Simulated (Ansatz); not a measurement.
A set of 12 reactions (ligand exchange), with CCSD(T)/CBS values in kJ/mol:

```json
{"reaction": "`BN1[SiH2][SiH]1Cl` + `C=C=N` → `BN=C=C` + `Cl[SiH]1N[SiH2]1`", "ΔE": "-7.6"}
{"reaction": "`ClBC[O][GeH3]` + NH₃ → `NBCl` + `C[O][GeH3]`", "ΔE": "-134.7"}
{"reaction": "`CC[O][GeH3]` + `[SiH3][SeH]` → `[SiH3][Se][GeH3]` + `CCO`", "ΔE": "-40.5"}
{"reaction": "`[SiH3][AlH][SH]` + `F[SiH2]N[SiH3]` → `F[SiH2]N([SiH3])[SiH3]` + `[AlH2][SH]`", "ΔE": "-45.3"}
{"reaction": "`[GeH3][TeH]` + H–F → `[F][GeH3]` + H₂Te", "ΔE": "17.9"}
{"reaction": "`CB[SiH2]C` + `BNC` → `BN(C)[SiH2]C` + `BC`", "ΔE": "-62.5"}
{"reaction": "`OC(S)[SiH2]F` + `N=C(N)S` → `N=C(S)N[SiH2]F` + `OCS`", "ΔE": "-68.1"}
{"reaction": "`CO[SiH2]SC` + `[SH][GeH3]` → `CO[SiH2][S][GeH3]` + CH₃SH", "ΔE": "-2.7"}
{"reaction": "`[CH3][Cd][NH2]` + `O[SiH3]` → `[NH2][Cd][O][SiH3]` + CH₄", "ΔE": "-54.5"}
{"reaction": "`C[CH](Cl)[SnH3]` + H₂S → `[SH][SnH3]` + `CCCl`", "ΔE": "-86.2"}
{"reaction": "`[SiH3][SnH3]` + `O[SiH2]N[SiH3]` → `[SiH3]N[SiH2]O[SiH3]` + `[SnH4]`", "ΔE": "-73.7"}
{"reaction": "`[BH2][GaH][OH]` + `[SiH3][SiH2][SeH]` → `B[Se][SiH2][SiH3]` + `[OH][GaH2]`", "ΔE": "-106.3"}
```

Calculated with Ansatz (gas phase, PBE0-D4/def2-TZVP geometries, no zero-point term in ΔE). CCSD(T)/CBS adds triple-zeta CCSD(T) − MP2 to the extrapolated MP2 energy (def2 sets, frozen cores). This one scheme is used for every species. DFT in def2-TZVPP. B3LYP here is the variant with VWN-RPA as its local correlation; programs differ in this. Elements past krypton have def2 core potentials. For Cd, Ga, Ge, Se, Sn, Te outer-core shells are correlated without core-valence functions, which leaves a few kJ/mol of doubt a bond. Scalar relativity is left out up to krypton. Each species was taken in one conformer, which may not be the lowest.

Question: Give the mean, mean absolute and largest difference (level minus CCSD(T)/CBS, kJ/mol) for: PBE-D4, r2SCAN-D4, PBE0-D4, ωB97M-V, B2PLYP, r2SCAN, PBE0, B3LYP, MP2/def2-TZVPP, CCSD/def2-TZVPP, HF/def2-QZVPP, HF/CBS(def2), MP2/CBS(def2), CCSD/CBS(def2). (Estimate.)

Answer: The calculation gave: 
```tsv
level	mean	mean absolute	largest
PBE-D4	4.7	8.8	20.9
r2SCAN-D4	-1.1	5.3	-10.8
PBE0-D4	2.3	6.7	14.7
ωB97M-V	-1.7	3.0	-12.2
B2PLYP	-2.5	4.7	-14.6
r2SCAN	-0.9	5.9	-11.6
PBE0	2.8	8.7	20.3
B3LYP	-1.1	7.8	-18.3
MP2/def2-TZVPP	-2.7	4.5	-10.3
CCSD/def2-TZVPP	-1.2	3.2	-11.8
HF/def2-QZVPP	-9.9	13.9	-30.0
HF/CBS(def2)	-10.0	14.1	-30.3
MP2/CBS(def2)	-2.1	4.5	-9.8
CCSD/CBS(def2)	-0.6	1.5	4.1
```

The largest T1 diagnostic in the set is 0.017, for `BN=C=C` (customary mark 0.02).

CCSD(T)/CBS is a level of theory with its own doubt, and the functionals carry their triple-zeta basis error, so these figures describe this set and don't rank the functionals.
